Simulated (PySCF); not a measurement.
From computed data to an observable: chemical shift, span and skew from a shielding tensor

BrSi, SMILES [Si]Br (connectivity only; charge and spin as stated), charge +1, multiplicity 1. Atoms are numbered in the order given.

```xyz
2

Si     0.0000     0.0000    -1.5160
Br     0.0000     0.0000     0.6064
```
Charge +1, spin multiplicity 1.

Geometry: B3LYP-D3(BJ)/def2-TZVP. The multiplicity is an assumed one; other spin states were not compared.

GIAO shieldings from KT2/pcSseg-2 (PySCF), non-relativistic, no solvent. The symmetric part of the tensor of Si1 has the principal values -318.3, -318.3, 879.5 ppm. The same nucleus in TMS has σ = 351.7 ppm at this level (PySCF, at its B3LYP-D3(BJ)/def2-TZVP geometry). Without spin–orbit terms, shifts of atoms bonded to Cl or Br come out too high.

Question: Work out the isotropic shielding, the ²⁹Si shift against TMS, the span and the skew.

Answer: 
σ(iso) = (σ11 + σ22 + σ33)/3 = 81.0 ppm. δ = σ(ref) − σ(iso) = 351.7 − (81.0) = 270.7 ppm.
Span Ω = σ33 − σ11 = 1197.8 ppm. Skew κ = 3(σ(iso) − σ22)/Ω = 1.00, an axial tensor. Tumbling in solution averages the tensor to δ; in a static solid the shielding alone would spread this spin-1/2 line over Ω.
